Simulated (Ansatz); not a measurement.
Molecule: WO, net charge 0, triplet state. The spin state was set by rule; other spins were not relaxed. 
Structure (B3LYP-D3(BJ)/def2-TZVP (Ansatz, a first-principles code) minimum search):
```xyz
2

W      0.0000     0.0000    -0.1621
O      0.0000     0.0000     1.4990
```
Charge 0, spin multiplicity 3.

Parts of the frozen-core correlation energy in def2-SVP (Ansatz, hartree). Frozen orbitals: 5; correlated occupied orbitals by spin: 7 and 5; virtual: 34 and 36. UHF or UKS for open shells. No spin-orbit coupling. In def2 rows, elements after Kr have scalar-relativistic effective core potentials.

```tsv
term	value
reference (HF)	-141.13411
MP2 opposite-spin	-0.22012
MP2 same-spin	[?]
CCSD correlation	[?]
(T)	[?]
CCSDT minus CCSD(T)	-0.00131
T1 diagnostic	0.061
largest doubles amplitude	0.087
<S^2> of the reference	2.407
```

Q: Complete the blanks.

A: 
- MP2 same-spin, value: -0.10867
- CCSD correlation, value: -0.32444
- (T), value: -0.01926
